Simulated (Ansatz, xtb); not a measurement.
Spectroscopic constants of ZnP, multiplicity 4 (lowest of 2S+1 = 2, 4 at CCSD(T)/def2-TZVPP on PBE0 minima; our sources give no spin for the ground state, which may be another). No spin–orbit coupling. Zn is treated without relativity.

The constants come from a fifth-degree fit in 1/R (seven points, main isotopes). In def2 and cc sets the state is the lowest found near the PBE0 minimum, followed along R.

Correlated levels freeze the inner cores; with def2 sets outer-core shells near the valence are correlated too. CBS: X⁻³ extrapolation of the correlation energy, Hartree–Fock from the larger set.

Codes used: Ansatz (Gaussian basis) for Hartree–Fock, density functionals and correlated methods; xtb for the GFN methods.  The GFN methods have no spin term and hold the electronic entropy of 300 K.

Task: What bond length and harmonic frequency does GFN1-xTB give?

Result: r_e = 2.569 Å, ω_e = 210 cm⁻¹.

Task: What bond length and harmonic frequency does CCSD(T)/def2-QZVPP give?

Result: r_e = 2.444 Å, ω_e = 216 cm⁻¹.

Task: What bond length and harmonic frequency does CCSD(T)/CBS(def2-TZVPP, def2-QZVPP) give?

Result: r_e = 2.425 Å, ω_e = 227 cm⁻¹.

Ansatz is an electronic-structure program.
